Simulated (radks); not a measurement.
Results of a calculation; reference values are marked as such.
Ionisation of neutral nickel, [Ar] 3d8 4s2, to [Ar] 3d9 as the strength of local exchange is varied. Level of theory: scalar-relativistic Kohn-Sham, Slater X-alpha exchange (alpha = 2/3 is LDA exchange), no correlation, spin-unpolarised, spherical densities, point nucleus (a radial shooting solver on a logarithmic mesh with Libxc functionals).

| alpha | E(Ni) (hartree) | exchange (hartree) | IE (eV) | -e of the level emptied (eV) | <r> of it (bohr) |
|---|---|---|---|---|---|
| 0.585 | -1508.51594 | -50.83820 | 6.163 | 4.368 (4s) | 2.905 |
| 0.634 | -1512.78360 | -55.26035 | 6.012 | 4.662 (4s) | 2.867 |
| 0.642 | -1513.48156 | -55.98471 | 5.986 | 4.711 (4s) | 2.861 |
| 0.667 | -1515.66487 | -58.25264 | 5.899 | 4.865 (4s) | 2.843 |
| 0.817 | -1528.83380 | -71.99648 | 5.268 | 5.829 (4s) | 2.736 |
| 0.943 | -1539.98687 | -83.72084 | 4.584 | 6.692 (4s) | 2.652 |
| 1.015 | -1546.39727 | -90.49363 | 4.130 | 7.207 (4s) | 2.608 |

NIST Atomic Spectra Database: 7.640 eV (measured). The central value is not met in this range of alpha. Spin polarisation and multiplet splitting are left out, so open shells lie too high by an amount that depends on their filling.

Beside tabulated values, note that spin-unpolarised runs miss the spin-polarisation part of the exchange energy of open shells.
